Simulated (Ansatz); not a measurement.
A nudged elastic band was laid between two geometries of CH4BrFSSi (9 atoms, charge 0, multiplicity 1).

The calculation used RKS B3LYP/def2-SVP (Ansatz).

```json
{
  "movable images": "7",
  "climbing image": "yes",
  "spring": "5.0 eV/Å²",
  "optimiser": "quadratic models (default)",
  "start path": "through a guess of the saddle point",
  "force threshold": "0.05 eV/Å",
  "iteration limit": "60",
  "end points": "relaxed"
}
```

First end point:

```xyz
9
Properties=species:S:1:pos:R:3
F 0.472 -0.113 1.926
Si 0.976 -0.016 0.382
Br 2.392 -1.708 0.025
C -0.528 -0.191 -0.718
S -1.751 1.140 -0.365
H 1.692 1.266 0.209
H -0.985 -1.190 -0.639
H -0.230 -0.052 -1.770
H -1.949 0.818 0.935
```

Last end point:

```xyz
9
Properties=species:S:1:pos:R:3
F 1.339 -0.346 2.165
Si 1.250 -0.062 0.558
Br 2.844 -1.393 -0.300
C -0.351 -0.432 -0.184
S -1.359 0.859 -0.531
H 1.625 1.361 0.371
H -1.921 0.702 -1.786
H -0.720 -1.447 -0.349
H -2.620 0.712 0.040
```

**Question.** Which bonds break or form, and what moves?

**Answer.** Bonds broken: C4–H7. Bonds formed: S5–H7.

**Question.** Give the energies along the band, and the barrier.

**Answer.** The forces met the threshold. The highest image is number 4 of 0 to 8, 3.72 eV above the first end and 1.32 eV above the last; the last end lies 2.39 eV above the first. Neighbouring images differ by up to 2.3 eV, so the band resolves the path poorly. A vibrational analysis at the climbing image gives one clearly imaginary mode, 1146i cm⁻¹: a first-order saddle point. The orbitals stay closed-shell, which can raise the energy where a bond breaks towards radicals; this wasn't checked here.

```json
{"image": "0", "path coordinate (Å)": "0.00", "energy (eV)": "0.00", "C4–H7 (Å)": "1.10", "S5–H7 (Å)": "2.47"}
{"image": "1", "path coordinate (Å)": "0.67", "energy (eV)": "0.03", "C4–H7 (Å)": "1.10", "S5–H7 (Å)": "2.46"}
{"image": "2", "path coordinate (Å)": "1.34", "energy (eV)": "0.12", "C4–H7 (Å)": "1.10", "S5–H7 (Å)": "2.39"}
{"image": "3", "path coordinate (Å)": "2.01", "energy (eV)": "1.42", "C4–H7 (Å)": "1.14", "S5–H7 (Å)": "1.92"}
{"image": "4", "path coordinate (Å)": "2.68", "energy (eV)": "3.72", "C4–H7 (Å)": "1.67", "S5–H7 (Å)": "1.42"}
{"image": "5", "path coordinate (Å)": "3.38", "energy (eV)": "2.99", "C4–H7 (Å)": "2.21", "S5–H7 (Å)": "1.35"}
{"image": "6", "path coordinate (Å)": "4.07", "energy (eV)": "2.59", "C4–H7 (Å)": "2.38", "S5–H7 (Å)": "1.36"}
{"image": "7", "path coordinate (Å)": "4.77", "energy (eV)": "2.42", "C4–H7 (Å)": "2.47", "S5–H7 (Å)": "1.37"}
{"image": "8", "path coordinate (Å)": "5.46", "energy (eV)": "2.39", "C4–H7 (Å)": "2.51", "S5–H7 (Å)": "1.38"}
```

**Question.** What is the geometry of the highest image?

**Answer.** 
```xyz
9
Properties=species:S:1:pos:R:3:forces:R:3
F 0.818 -0.416 2.028 0.00 0.01 -0.01
Si 1.154 -0.009 0.478 0.00 0.00 0.02
Br 2.832 -1.344 -0.163 0.00 0.00 -0.01
C -0.221 -0.213 -0.665 -0.02 0.00 0.00
S -1.589 0.999 -0.718 0.02 -0.01 0.00
H 1.606 1.403 0.575 0.00 0.00 0.00
H -1.884 -0.391 -0.705 0.00 0.00 0.00
H -0.389 -1.041 -1.355 0.00 0.00 0.00
H -2.239 0.966 0.507 0.00 0.00 0.00
```

The band took 28 iterations and about 17 core-minutes.

Time of the run: 8.9 min on 2 threads of Intel(R) Xeon(R) Platinum 8375C CPU @ 2.90GHz (Ice Lake), on a shared host, peak memory 0.32 GiB.
